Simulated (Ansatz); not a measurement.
Input file for Ansatz (a first-principles code): R-CCSD(T)/cc-pV(T+d)Z on ClH3Si2 (SMILES [SiH3][Si]Cl), a point of a torsion scan. Files ending in .json are basis or fitting sets from the Basis Set Exchange.

Ansatz 0.2 input:
```yaml
crystal:
  periodic: [false, false, false]
  atoms:
    - {symbol: Si, position_ang: [-0.67091731, -0.02977626, 0.09447743]}
    - {symbol: Si, position_ang: [1.33736912, -1.14983578, -0.10726647]}
    - {symbol: Cl, position_ang: [1.49430631, -2.31646401, 1.61430502]}
    - {symbol: H, position_ang: [-1.23027507, 0.56217742, 1.31997487]}
    - {symbol: H, position_ang: [-1.77414695, -0.85033181, -0.43505235]}
    - {symbol: H, position_ang: [-0.55855790, 1.10892106, -0.83503460]}
basis:
  gaussian:
    orbitals: cc-pV_T+d_Z.json
magnetization: {spin_polarized: false}
correlation: {method: ccsd_t, electrons: outside_noble_gas}
scf: {lower_state_search: off}
```

The log:

```
WARN ansatz: RAYON_NUM_THREADS=1 ignored (pool sized by the plan → 1); use --threads N
Functional definition: HF
these checks for a lower state are left out or cut short: stability, starts, cluster_reference, orbital_swaps, neighbouring_geometries, increment
integrals: 0.41 GiB planned
947 factors; integrals over basis functions are off by at most 7.4e-4 eV
mean field: 0.43 GiB planned
mean field evaluation 1: about -28274.9538 eV, gradient 1.6e1 eV
mean field evaluation 2: about -28275.1317 eV, gradient 1.6e1 eV
mean field evaluation 4: about -28276.5515 eV, gradient 2.6e0 eV
mean field evaluation 8: about -28276.6096 eV, gradient 1.7e-1 eV
mean field evaluation 16: about -28276.6099 eV, gradient 2.7e-6 eV
mean field -28276.60992989 eV, -1039.1462483487 hartree, gradient 2.7e-6 eV, S^2 0.000000; 0 other end points of the search recorded, 0 dependent functions left out
15 core orbitals not correlated
reference -28276.60992989 eV, -1039.1462483487 hartree; 9, 9 occupied and 135, 135 virtual orbitals, 947 factors
second order -11.23617109 eV of doubles, -0.00000000 eV of singles
coupled cluster: 1.10 GiB planned
cycle   1  -12.22862502 eV  change   -9.9e-1 eV  update   9.2e-2
cycle   2  -12.63985449 eV  change   -4.1e-1 eV  update   3.3e-2
cycle   3  -12.71014439 eV  change   -7.0e-2 eV  update   1.6e-2
cycle   4  -12.70162624 eV  change    8.5e-3 eV  update   5.8e-3
cycle   5  -12.69998408 eV  change    1.6e-3 eV  update   2.0e-3
cycle   6  -12.70033504 eV  change   -3.5e-4 eV  update   8.0e-4
cycle   7  -12.70036541 eV  change   -3.0e-5 eV  update   2.9e-4
cycle   8  -12.70047465 eV  change   -1.1e-4 eV  update   1.2e-4
cycle   9  -12.70048218 eV  change   -7.5e-6 eV  update   5.0e-5
cycle  10  -12.70045663 eV  change    2.6e-5 eV  update   2.6e-5
cycle  11  -12.70046369 eV  change   -7.1e-6 eV  update   1.6e-5
perturbative correction -0.54026797 eV, -0.0198544815 hartree
Total energy: -28289.85066154 eV, -1039.6328362620 hartree
Checks for a lower state left out: stability, starts, cluster_reference, orbital_swaps, neighbouring_geometries, increment
```

Self-consistency was reached.

Cost: about 17 core-seconds (a rough figure).
